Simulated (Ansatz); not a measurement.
`[AlH2][S][AlH2]` + `[OH][GaH2]` → `[AlH2][O][GaH2]` + `[AlH2][SH]` at 500 K and 1 bar (ligand exchange at the Al–S bond).

Calculated with Ansatz (gas phase, PBE0-D4/def2-TZVP geometries, no zero-point term in ΔE). CCSD(T)/CBS is the MP2 limit (def2-TZVPP, def2-QZVPP) plus CCSD(T) − MP2 in def2-TZVPP, frozen cores. This one scheme is used for every species. For Ga outer-core shells are correlated without core-valence functions, which leaves a few kJ/mol of doubt a bond. Scalar relativity is left out up to krypton.

| species | CCSD(T)/CBS energy (Eh) | H − E (kJ/mol) | S (J/(mol·K)) |
| --- | --- | --- | --- |
| `[AlH2][S][AlH2]` | -884.26538 | 117.2 | 377.2 |
| `[OH][GaH2]` | -2000.92981 | 96.0 | 296.8 |
| `[AlH2][O][GaH2]` | -2243.58748 | 119.9 | 379.7 |
| `[AlH2][SH]` | -641.61836 | 86.7 | 303.7 |

H − E and S are ideal-gas, rigid-rotor, harmonic terms from PBE0-D4/def2-TZVP. 1 Eh = 2625.50 kJ/mol, R = 8.31446 J/(mol·K).

Problem. By hand: ΔE, ΔH, ΔS and ΔG.

Solution. ΔE = (-2243.58748) + (-641.61836) − (-884.26538) − (-2000.92981) = -0.01065 Eh = -28.0 kJ/mol. Δ(H − E) = 119.9 + 86.7 − 117.2 − 96.0 = -6.6, so ΔH = -34.6 kJ/mol. ΔS = 379.7 + 303.7 − 377.2 − 296.8 = 9.4 J/(mol·K). ΔG = -34.6 − 500 × (9.4)/1000 = -39.3 kJ/mol.

Problem. By hand: the equilibrium constant, and the temperature at which ΔG would vanish if ΔH and ΔS stayed fixed.

Solution. log₁₀ K = −ΔG/(RT ln 10) = 4.1. ΔH and −TΔS have one sign here, so there is no such temperature.

The number of gas molecules stays the same, so ΔS is small and ΔH decides. A doubt of 5 kJ/mol in ΔE shifts log₁₀ K by 0.5 here. These are equilibria of isolated gas molecules and say nothing of rates. Largest T1 diagnostic: 0.015 (customary marks: 0.02 for closed shells, 0.045 for open ones).
